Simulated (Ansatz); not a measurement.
Stepwise reaction of `S[Si](S)(Cl)Cl` with hydrogen fluoride, as a gas-phase model of exchange steps in deposition or etching. ΔE in kJ/mol.

Gas-phase electronic energies from Ansatz, PBE0-D4/def2-TZVP geometries. CBS: MP2 limit from def2 TZ/QZ plus the TZ coupled-cluster correction, frozen cores. This one scheme is used for every species. Functionals use def2-TZVPP. B3LYP here is the variant with VWN-RPA as its local correlation; programs differ in this. One conformer a species, not always the lowest.

| step | reaction | PBE-D4 | B3LYP-D4 | ωB97M-V | CCSD(T)/CBS |
| --- | --- | --- | --- | --- | --- |
| 2 | `F[Si](S)(Cl)Cl` + H–F → `F[Si](F)(Cl)Cl` + H₂S | -71.1 | -86.1 | -87.4 | -83.9 |

(1) Give the row of step 1, `S[Si](S)(Cl)Cl` + H–F → `F[Si](S)(Cl)Cl` + H₂S. (An estimate is asked.)

(2) By hand: ΔE of the 2 steps together at CCSD(T)/CBS.

Answers

(1) Computed: 
| step | reaction | PBE-D4 | B3LYP-D4 | ωB97M-V | CCSD(T)/CBS |
| --- | --- | --- | --- | --- | --- |
| 1 | `S[Si](S)(Cl)Cl` + H–F → `F[Si](S)(Cl)Cl` + H₂S | -67.7 | -82.4 | -84.1 | -77.6 |

(2) (-77.6) + (-83.9) = -161.5 kJ/mol, or -80.8 kJ/mol a step.

In ΔE each step is lower than the one before. All are downhill at CCSD(T)/CBS. PBE-D4 differs from CCSD(T)/CBS by 9.9 to 12.8 kJ/mol a step. Isolated molecules leave out the surface, adducts and barriers. Largest T1 diagnostic: 0.010.
